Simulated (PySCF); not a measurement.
State search for AlBi

Unrestricted PBE0; basis Al def2-SVP, Bi def2-SVP with ECP60; scalar-relativistic core potentials; PySCF 2.14. Outer shells of the fragments: Al 3s2 3p1; Bi 5d10 6s2 6p3.

Followed along the bond (rough minima from three points):

```
2Ms+1  unpaired  ⟨S²⟩ at the start  R at minimum (Å)  Te (eV)
    3      π ↑↑               2.01              2.84     0.00
    3  σ ↑, π ↑               2.02              2.59     0.15
    1      π ↑↓               1.00              2.83     0.29
    1  σ ↓, π ↑               1.02              2.57     0.31
    1      none               0.00              2.82     1.05
```

Solutions found at the starting distance of 2.655 Å, counted from the lowest of them; the search is not exhaustive and high or unbound solutions are not listed, so other states can lie among these:

```json
{"2Ms+1": "3", "unpaired": "π ↑↑", "term": "³Σ⁻", "E (eV)": "0.00", "⟨S²⟩": "2.01", "⟨Lz²⟩": "0.00", "μ (D)": "0.19"}
{"2Ms+1": "3", "unpaired": "σ ↑, π ↑", "term": "³Π", "E (eV)": "0.08", "⟨S²⟩": "2.02", "⟨Lz²⟩": "1.01", "μ (D)": "-1.33"}
{"2Ms+1": "1", "unpaired": "σ ↓, π ↑", "term": "mixed", "E (eV)": "0.24", "⟨S²⟩": "1.02", "⟨Lz²⟩": "1.01", "μ (D)": "-1.39"}
{"2Ms+1": "1", "unpaired": "π ↑↓", "term": "mixed", "E (eV)": "0.29", "⟨S²⟩": "1.00", "⟨Lz²⟩": "2.01", "μ (D)": "0.29"}
{"2Ms+1": "1", "unpaired": "none", "term": "mixed", "E (eV)": "1.04", "⟨S²⟩": "0.00", "⟨Lz²⟩": "2.00", "μ (D)": "0.63"}
{"2Ms+1": "1", "unpaired": "none", "term": "¹Σ⁺", "E (eV)": "1.18", "⟨S²⟩": "0.00", "⟨Lz²⟩": "0.00", "μ (D)": "-2.29"}
{"2Ms+1": "5", "unpaired": "σ ↑, π ↑↑↑", "term": "⁵Π", "E (eV)": "1.44", "⟨S²⟩": "6.01", "⟨Lz²⟩": "1.00", "μ (D)": "1.29"}
{"2Ms+1": "3", "unpaired": "σ ↓, π ↑↑↑", "term": "mixed", "E (eV)": "2.06", "⟨S²⟩": "3.02", "⟨Lz²⟩": "1.00", "μ (D)": "1.74"}
{"2Ms+1": "5", "unpaired": "σ ↑↑, π ↑↑", "term": "⁵Σ⁻", "E (eV)": "3.68", "⟨S²⟩": "6.00", "⟨Lz²⟩": "0.00", "μ (D)": "0.13"}
{"2Ms+1": "5", "unpaired": "π ↑↑↑↑", "term": "⁵Σ⁺", "E (eV)": "4.21", "⟨S²⟩": "6.08", "⟨Lz²⟩": "0.00", "μ (D)": "2.76"}
{"2Ms+1": "5", "unpaired": "σ ↑↑, π ↑↑", "term": "mixed", "E (eV)": "4.44", "⟨S²⟩": "6.06", "⟨Lz²⟩": "2.01", "μ (D)": "-0.25"}
```

A term symbol is given only where ⟨S²⟩ and ⟨Lz²⟩ are close to those of a pure state; real π, δ and φ orbitals otherwise mix terms. A positive dipole means Al(−)Bi(+).

Q: Compare the gap between the two lowest followed solutions at the starting distance with the gap between their minima.

A: At PBE0 the second solution (triplet, unpaired electrons σ ↑, π ↑) lies +0.08 eV from the first (triplet, unpaired electrons π ↑↑) at 2.655 Å and +0.15 eV at the minima; the two curves relax by different amounts, since their minima lie near 2.59 and 2.84 Å.

Spin–orbit coupling is left out, which matters for elements this heavy, above all for dissociation energies.
